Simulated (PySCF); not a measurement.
Simulated Si 2p region for Si(GeH3)H3, `[H][Si]([H])([H])[GeH3]`, binding energy against the vacuum level.

Every computed line was given a Gaussian of 0.7 eV full width at half maximum and an area set by the number of equivalent atoms (split 2:1 within a doublet); the highest printed point is 100. Method used: PySCF 2.14.0, delta-SCF UKS SCAN, pcX-2 on the ionised atom, pcseg-1 elsewhere, spin-free X2C.

binding energy (eV), intensity and a bar:
```
    105.7          0 
    105.8          1 
    105.9          3 #
    106.0          6 ##
    106.1         12 ####
    106.2         23 #######
    106.3         39 ############
    106.4         57 #################
    106.5         77 #######################
    106.6         92 ############################
    106.7        100 ##############################
    106.8        100 ##############################
    106.9         93 ############################
    107.0         83 #########################
    107.1         74 ######################
    107.2         66 ####################
    107.3         60 ##################
    107.4         52 ###############
    107.5         42 #############
    107.6         32 #########
    107.7         21 ######
    107.8         13 ####
    107.9          7 ##
    108.0          4 #
    108.1          2 
    108.2          1 
    108.3          0
```

Count the maxima, the lines and the sites behind this envelope.

The curve has 1 maximum (at 106.7 eV). Under it lie 2 lines from 1 inequivalent silicon site, drawn as a 2p3/2, 2p1/2 pair. At this width some lines have no maximum of their own.

Decompose the envelope and assign each component. Bonds: Si1–Ge2. Hydrogens: H6, H7, H8 on Si1; H3, H4, H5 on Ge2.

```tsv
position (eV)	relative area	line	atoms	environment
106.70	0.67	Si 2p3/2	Si1	silicon bonded to Ge and 3 H
107.32	0.33	Si 2p1/2	Si1	silicon bonded to Ge and 3 H
```

What are the centre and the root-mean-square width of the whole band?

The area-weighted mean of the lines is 106.91 eV. Their own spread about it is 0.29 eV (rms) and each Gaussian has σ = 0.7/2.355 = 0.30 eV; the variances add, which gives 0.42 eV.

Shake-up satellites, vibrational structure and lifetime widths aren't simulated. The 2p values add to the ΔSCF energy of one spin-free hole a correction within the shell (spin–orbit coupling, ligand field). 2p1/2 minus 2p3/2 (ligand field included): Si 0.62 eV. Geometry: PBE0-D3(BJ)/def2-SVP; no solvent, vibrations or thermal averaging.
